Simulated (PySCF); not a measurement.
Atom-mapped SMILES (the numbers label the heavy atoms): `[CH3:1][O:2][C:3]([CH3:4])([O:5][CH3:6])[CH:7]1[CH2:8][CH2:9]1`. Each H is labelled by its parent atom. Ha(C8), Ha(C9) are cis to C3 on the ring; Hb(C8), Hb(C9) are trans to C3 on the ring.

PySCF 2.14 calculation with shielding tensors at PBE0/pcSseg-1 (GIAO) and coordinates at the GFN2-xTB level; gas phase, equivalent nuclei averaged, a single conformation, non-relativistic Hamiltonian.

Referencing at the same level of theory: TMS for 13C (186.93 ppm).

**Question.** Do the 13C shifts follow the atomic charges (in e)? Tabulate both.

**Answer.** 
```tsv
atoms	hybridisation	δ (ppm)	σ para (ppm)	Hirshfeld	IAO	Mulliken	ESP-fitted
C3	sp3	103.4	-160	+0.16	+0.40	+0.19	+0.35
C1/C6	sp3	50.5	-109	-0.05	-0.21	-0.02	-0.25
C4	sp3	26.6	-89	-0.13	-0.44	-0.15	-0.70
C7	sp3	20.6	-85	-0.05	-0.16	-0.27	-0.07
C8/C9	sp3	3.4	-70	-0.09	-0.29	-0.17	-0.29
```

Correlation coefficients of δ with charge over these carbons: Hirshfeld +0.91, IAO +0.88, Mulliken +0.93, ESP-fitted +0.71; with the paramagnetic shielding -1.00. With so few points these coefficients are fragile. Charge is one influence among several: hybridisation and low-lying excitations act through the paramagnetic term.

Shifts are as computed. Against solution values, carbons near 30 ppm lie about +3 ppm off and those near 130 ppm about +5 ppm. Of 1211 compounds with measured shifts, 218 miss one by over three times the rms of a fit or turn the order of signals round; such compounds aren't used in these exercises.
